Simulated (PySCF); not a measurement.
H3O2, SMILES [OH2+]O, charge +1. Atoms are numbered in the order given.

```xyz
5

O      0.7766     0.1421     0.0000
O     -0.6652    -0.1276     0.0000
H      1.1206    -0.7894     0.0000
H     -1.0058     0.3368     0.8146
H     -1.0058     0.3368    -0.8146
```
Charge +1, spin multiplicity 1.

Geometry: PBE-D3(BJ)/def2-TZVP. The isomer is the one that the SMILES or the coordinates give; other isomers of the formula were not compared.

The numbers are results of PBE-D3(BJ)/def2-TZVP in PySCF 2.14.0, not measurements.

Frequencies are harmonic and unscaled.

Problem. Give all harmonic wavenumbers and intensities. (The exact figures need the calculation; the answer reports its results.)

Solution. 
```csv
mode,ν (cm⁻¹),IR (km/mol),moving atoms (share of kinetic energy)
1,417,244.5,H 95 %
2,832,67.6,"O 88 %, H 12 %"
3,1015,196.3,"H 77 %, O 23 %"
4,1127,3.6,"H 91 %, O 9 %"
5,1424,82.1,"H 88 %, O 12 %"
6,1581,85.2,H 96 %
7,3384,233.1,H 97 %
8,3454,359.1,"H 92 %, O 8 %"
9,3493,117.6,H 94 %
```
